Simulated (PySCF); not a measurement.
SeF3, SMILES F[Se+](F)F, charge +1. Atoms are numbered in the order given.

```xyz
4

Se     0.0000     0.0000     0.3686
F      1.2672    -0.7316    -0.4641
F     -1.2672    -0.7316    -0.4641
F      0.0000     1.4633    -0.4641
```
Charge +1, spin multiplicity 1.

Coordinates come from a TPSSh-D3(BJ)/def2-SVP optimisation. The spin state was assumed, not searched. The isomer is the one that the SMILES or the coordinates give; other isomers of the formula were not compared.

The numbers are results of TPSSh-D3(BJ)/def2-SVP (PySCF), not measurements.

Frequencies are harmonic and unscaled.

Modes within 1.5 cm⁻¹ of each other (mostly degenerate sets) share a row, with their intensities summed.

Problem. Estimate the vibrational spectrum. (Estimate from the structure and the level; the computed values follow.)

Solution. 
```csv
mode,ν (cm⁻¹),IR (km/mol),moving atoms (share of kinetic energy)
1–2,264,11.6,"F 91 %, Se 9 %"
3,337,23.0,"F 75 %, Se 25 %"
4–5,783,149.5,"F 78 %, Se 22 %"
6,788,28.6,"F 83 %, Se 17 %"
```
